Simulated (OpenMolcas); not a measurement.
**Ru²⁺: the spin-orbit constant, worked from levels**

* Program: OpenMolcas
* Basis: ANO-R1 [6s4p3d1f]
* Scalar Hamiltonian: X2C, finite nucleus
* Active space: 6 electrons in 5 orbitals (4d)
* State averaging: 2S+1 = 5 even, 5 roots; 2S+1 = 3 even, 45 roots; 2S+1 = 1 even, 50 roots
* Spin-orbit coupling: state interaction with AMFI integrals over the reference wave functions, term energies averaged over their components

Methods: CASSCF; MS-CASPT2, IPEA 0.25 Eh, imaginary shift 0.1 Eh (closed shells correlated: 4s 4p). Measured levels: Moore, Atomic Energy Levels, vol. III, NSRDS-NBS 35 (1971 reprint of NBS Circular 467, 1958).

**The spin-orbit constant.** For the Hund term 5D of d6, E(J) = (A/2) J(J+1) + constant and ζ = -2S·A = -4A. From J = 0 to J = 4 the energy changes by 10 A.

```json
{"Source": "CASSCF", "E(4) - E(0)": "-2621.1", "A": "-262.1", "ζ": "1048"}
{"Source": "MS-CASPT2", "E(4) - E(0)": "-2588.8", "A": "-258.9", "ζ": "1036"}
{"Source": "measured", "E(4) - E(0)": "-2476.0", "A": "-247.6", "ζ": "990"}
```

All in cm-1. MS-CASPT2 is off by +4.6 % and CASSCF by +5.9 %. Both methods take the spin-orbit matrix elements from the reference wave functions, so the second can move ζ only through the term energies and any multistate remixing. Second-order mixing with other terms is absorbed into this ζ.

CASPT2 breaks the degeneracy within a term, and the mean is taken; among the terms shown or strongly mixed into the levels shown the widest spread is 20 cm-1 (4d6 5D, MS-CASPT2). Levels of configurations with an s electron are missing; early in the row they begin among the upper levels of the d shell and mix with terms of their name. Without dynamic correlation excited terms often stand tens of per cent too high (terms of higher spin than the ground term too low), and those without a measured partner can miss by more than the paired ones (holds for CASSCF). Measured partners are found by configuration, term and J. A level has none where our copy of the source lacks it or the pairing is in doubt (some pairs that miss far off the trend of their configuration count as doubtful), and it then counts in no deviation. Only configurations of the active space appear.
